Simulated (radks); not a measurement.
Problem. Species: Ni3+. Configuration: [Ar] 3d7. Method: non-relativistic Kohn-Sham, PBEsol, spin-polarised, spherical densities, point nucleus; open shells are filled with parallel spins first; computed with a radial shooting solver on a logarithmic mesh with Libxc functionals. Some entries of the table are withheld. Estimate them.

orbital  occ.  eigenvalue (eV)  r(max) (bohr)
1s up       1        -8154.393        0.03617
1s down     1        -8154.389        0.03617
2s up       1        -1002.798         0.2078
2s down     1        -1000.861         0.2077
2p up       3        -880.6497            (1)
2p down     3        -879.2097            (2)
3s up       1        -148.6605            (3)
3s down     1        -145.0387            (4)
3p up       3        -111.2644         0.6478
3p down     3        -107.6884         0.6492
3d up       5         -48.7827         0.6149
3d down     2         -45.3432         0.6204

Solution. 
(1) 2p up r(max) (bohr): 0.1662
(2) 2p down r(max) (bohr): 0.1661
(3) 3s up r(max) (bohr): 0.6463
(4) 3s down r(max) (bohr): 0.6471
